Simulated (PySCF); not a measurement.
An unknown shows these calculated signals:

¹H NMR (400 MHz, computed): δ 7.14 (s, 1H), 6.47 (m, 1H), 6.14 (d, 1H), 5.30 (d, 1H), 5.05 (s, 3H).

¹³C{¹H} NMR (computed): δ 159.3 (C), 148.9 (C), 141.9 (CH), 140.1 (CH), 115.0 (CH), 107.9 (CH).

Non-relativistic Hamiltonian, one conformer, no solvent model, averaged over atoms made equivalent by symmetry, fast rotation or ring inversion. Geometry from GFN2-xTB; NMR shieldings at PBE0/pcSseg-1/GIAO; PySCF 2.14.

Scale: ¹H and ¹³C vs TMS (reference shieldings calculated alike).

Question: Which of these does the molecule contain: a non-aromatic C=C double bond, a ketone, a Si–H bond, a Si–CH3 group, a three-membered ring?

Answer: 
- A non-aromatic C=C double bond: yes.
- A ketone: no.
- A Si–H bond: yes (δH 5.05 (s)).
- A Si–CH3 group: no.
- A three-membered ring: no.

The data belong to `C1=C/C(=C\Cl)C(O[SiH3])=C1`, C6H7ClOSi; they needn't prove each group on their own.

Carbon signals by region: 6 in the sp2 and nitrile region (100–160 ppm).

Carbons that carry Cl, above all several Cl atoms, come out too deshielded, partly because spin–orbit coupling is missing. Shifts are as computed. Against solution values, carbons near 30 ppm lie about +3 ppm off and those near 130 ppm about +5 ppm; carbons on Cl a further +6 ppm. Of 1309 compounds with measured shifts, 239 miss one by over three times the rms of a fit or turn the order of signals round; such compounds aren't used in these exercises. No couplings were computed; multiplicities are counted from neighbouring protons, with m where these are inequivalent, close in shift, in a saturated or five-membered ring or joined by F or P, and br s for small geminal =CH2 splittings.
